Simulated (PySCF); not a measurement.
A structure optimised at PBE-D3(BJ)/def2-SVP, used in a PySCF frequency run:

```xyz
15

C     -1.6028    -0.0371     1.5750
C     -1.1939    -0.5844     0.2257
C     -1.1710     0.2717    -1.0233
C      0.1233    -0.2504    -0.4387
F      0.7010    -1.3069    -1.1443
Si     1.4802     0.8596     0.2811
H     -1.1418    -0.6135     2.4035
H     -2.7040    -0.0843     1.7019
H     -1.3040     1.0237     1.6936
H     -1.4757    -1.6363     0.0427
H     -1.3914     1.3486    -0.9343
H     -1.4853    -0.1894    -1.9724
H      2.2875     0.1046     1.3000
H      0.8651     2.0698     0.9296
H      2.3836     1.3058    -0.8331
```
Charge 0, spin multiplicity 1.

Problem. Write its SMILES and formula.

Solution. C[C@H]1C[C@@]1(F)[SiH3], C4H9FSi

Problem. What are its rotational constants (standard atomic weights)?

Solution. 3.3643, 2.3736, 1.7441 GHz
